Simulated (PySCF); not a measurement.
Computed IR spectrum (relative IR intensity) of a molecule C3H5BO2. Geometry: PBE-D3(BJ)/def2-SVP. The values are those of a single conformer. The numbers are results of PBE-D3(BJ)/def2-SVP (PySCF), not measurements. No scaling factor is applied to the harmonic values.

ν (cm⁻¹): 161 (vw), 169 (w), 251 (m), 580 (w), 589 (m), 769 (w), 797 (m), 939 (m), 968 (s), 974 (m), 1015 (w), 1207 (vs), 1271 (w), 1370 (m), 1431 (vs), 1632 (s), 1708 (m), 2783 (vs), 3053 (w), 3066 (w), 3152 (w), 3451 (vs) (against the strongest line: vs over 80 %, s over 45 %, m over 15 %, w over 4 %, vw less)

Q: Identify the compound among the candidates.
(A) C=CB(O)C=O
(B) C=C1OB(C)O1
(C) CB1COC1=O
(D) CC1=COB1O

A: A, C=CB(O)C=O
